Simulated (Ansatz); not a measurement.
Total energies of Ge₄H₅ from Ansatz at PBE0-D4/def2-TZVPD, gas phase (1 Eh = 27.2114 eV = 2625.5 kJ/mol). The reference geometry is relaxed at r2SCAN-D4/def2-SVP.

Cartesian coordinates in Å:
```
Ge 1.108 0.973 -0.568
Ge 0.443 1.221 1.776
Ge -1.301 -0.236 0.865
Ge 0.065 -1.206 -0.909
H 0.944 -2.357 -0.401
H 1.396 0.483 2.756
H 0.160 1.945 -1.342
H -2.249 0.736 0.090
H -0.566 -1.558 -2.268
```

```csv
state,geometry,energy (Eh)
charge 0 doublet,reference,-8309.97164
charge -1 singlet,reference,-8310.04750
charge -1 singlet,relaxed at r2SCAN-D4/def2-SVPD,-8310.07011
free Ge atom (triplet),–,-2076.65536
free H atom (doublet),–,-0.50104
```

(1) Work out the vertical electron affinity, to the singlet.

(2) How much does the charge -1 singlet relax, and what is the adiabatic electron affinity?

(3) What is the binding energy per atom against free atoms?

(1) E(charge 0 doublet) − E(charge -1 singlet) = -8309.97164 − (-8310.04750) = 0.07586 Eh = 2.06 eV.

(2) Relaxation: -8310.04750 − (-8310.07011) = 0.02261 Eh = 0.62 eV. Adiabatic electron affinity: 0.09847 Eh = 2.68 eV, without zero-point energy. Bonds change on the way (0 lost, 1 formed), so the relaxed form is another species. 

(3) Atoms: 4 × (-2076.65536) + 5 × (-0.50104) = -8309.12664 Eh. Binding: -8309.12664 − (-8309.97164) = 0.84500 Eh = 22.99 eV, or 2.55 eV for each of 9 atoms (no zero-point energy, no counterpoise term).

The structure comes from a short search, and lower isomers may exist.
